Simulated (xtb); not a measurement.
1,1-dichloro-2,2-difluoroethane (C₂H₂Cl₂F₂), SMILES ClC(Cl)C(F)F. All values are semi-empirical tight-binding results from xtb (GFN2-xTB unless named), good for trends rather than for accurate numbers. Geometry: GFN2-xTB. Other conformers were not sampled.

Problem. Estimate the properties. (Estimate from the structure and the level; the computed values follow.)

Solution. 
```yaml
orbital_gap: 6.00 eV
dipole_moment: 2.29 D
zero_point_energy: 24.7 kcal/mol
G − E(el) at 298.15 K (modified RRHO): 4.6 kcal/mol
static polarisability (D4 model): 55.4 bohr³
solvation energy, GFN2-xTB/ALPB(water): -3.0 kcal/mol
solvation energy, GFN2-xTB/ALPB(octanol): -4.7 kcal/mol
```
